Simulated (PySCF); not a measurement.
Geometry:
| atom | x (Å) | y (Å) | z (Å) |
| --- | --- | --- | --- |
| C1 | -1.773 | -0.699 | -0.797 |
| C2 | -0.941 | 0.399 | -0.141 |
| C3 | -1.656 | 0.963 | 1.081 |
| C4 | 0.462 | -0.082 | 0.243 |
| C5 | 1.331 | -0.476 | -0.938 |
| S6 | 2.991 | -1.105 | -0.483 |
| Si7 | 3.901 | 0.662 | 0.313 |
| H8 | -1.904 | -1.552 | -0.110 |
| H9 | -1.313 | -1.081 | -1.720 |
| H10 | -2.776 | -0.328 | -1.061 |
| H11 | -0.823 | 1.220 | -0.873 |
| H12 | -1.088 | 1.790 | 1.535 |
| H13 | -2.656 | 1.344 | 0.821 |
| H14 | -1.785 | 0.186 | 1.852 |
| H15 | 0.965 | 0.722 | 0.807 |
| H16 | 0.385 | -0.937 | 0.937 |
| H17 | 1.451 | 0.364 | -1.642 |
| H18 | 0.886 | -1.309 | -1.502 |
| H19 | 3.402 | 1.044 | 1.669 |
| H20 | 3.665 | 1.817 | -0.608 |
| H21 | 5.357 | 0.356 | 0.405 |

Geometry: PBE0-D3(BJ)/def2-SVP; GIAO shifts from PySCF 2.14.0 with density-fitted response routines, gas phase, non-relativistic, averaged over equivalent atoms.

At WP04/pcSseg-1 (203 basis functions, 66 s wall time on 1 thread of an Arm Neoverse N1, shared host):
| atoms | δ (ppm) |
| --- | --- |
| C4 | 43.9 |
| C5 | 36.5 |
| C2 | 33.5 |
| C1/C3 | 24.1 |
| S6 | -140.2 |
| Si7 | -42.3 |
| H19/H20/H21 | 3.92 |
| H17/H18 | 2.25 |
| H15/H16 | 1.20 |
| H11 | 1.12 |
| H8/H9/H10/H12/H13/H14 | 0.90 |

δ = σ(ref) − σ, references computed at the same level: TMS for ¹³C (σ = 172.44 ppm), ²⁹Si (σ = 338.69 ppm), ¹H (σ = 31.56 ppm); ³³S (σ = 462.27 ppm) against CS2.

Problem. Estimate the result of repeating the calculation with PBE0/pcSseg-1.

Solution. 
```csv
atoms,δ at PBE0/pcSseg-1,change
C4,43.9,+0.0
C5,33.6,-2.9
C2,30.4,-3.1
C1/C3,23.6,-0.5
S6,-172.9,-32.7
Si7,-48.9,-6.6
H19/H20/H21,4.58,+0.66
H17/H18,2.32,+0.07
H15/H16,1.19,-0.01
H11,1.13,+0.01
H8/H9/H10/H12/H13/H14,0.92,+0.02
```

Referencing at the same level of theory: TMS for ¹³C (σref 184.41), ²⁹Si (σref 351.99), ¹H (σref 31.27); ³³S (σref 495.66) vs CS2.

The largest change is at S6 (sulfur bonded to C, Si). Cost: 203 basis functions, 68 s wall time on 1 thread of an Arm Neoverse N1, shared host. The order of the carbon signals is the same at both levels.
